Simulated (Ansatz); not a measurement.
A series at Si: from `N[SiH2][SiH2]N`, ligands are replaced one by one, each step taking up HCl and setting free H₂; n counts the steps. Ansatz, PBE0-D4/def2-TZVP geometries. Each molecule was computed in one conformer, which needn't be the lowest.

CBS adds triple-zeta CCSD(T) − MP2 to the MP2 limit, frozen cores; atoms without spin–orbit coupling. 

```tsv
n	molecule	atomization energy, CCSD(T)/CBS (kJ/mol)
0	`N[SiH2][SiH2]N`	3858.7
1	`N[SiH2][SiH](N)Cl`	?
2	`N[Si@@H](Cl)[Si@@H](N)Cl`	4037.7
3	`N[SiH](Cl)[Si](N)(Cl)Cl`	4110.3
4	`N[Si](Cl)(Cl)[Si](N)(Cl)Cl`	4176.9
```

Question: By hand: fit a straight line y = ȳ + b (n − n̄) to the 4 given rows and predict n = 1.

Answer: n̄ = 2.250, ȳ = 4045.90; Σ(n − n̄)(y − ȳ) = 700.80, Σ(n − n̄)² = 8.750, so b = 80.09 kJ/mol a step. Prediction: 4045.90 + (80.09) × (-1.250) = 3945.8 kJ/mol.

Question: By hand: compare with the computed value, 3947.8 kJ/mol, and give the steps along the whole series.

Answer: The line misses by 2.0 kJ/mol (computed minus predicted). Steps: 89.1, 89.9, 72.6, 66.6 kJ/mol.

The steps differ by up to 23.3 kJ/mol without a steady trend. The miss is 0.6 % of the series' range. The energies themselves are unsure by some kJ/mol a bond, though much of that is common to the series.
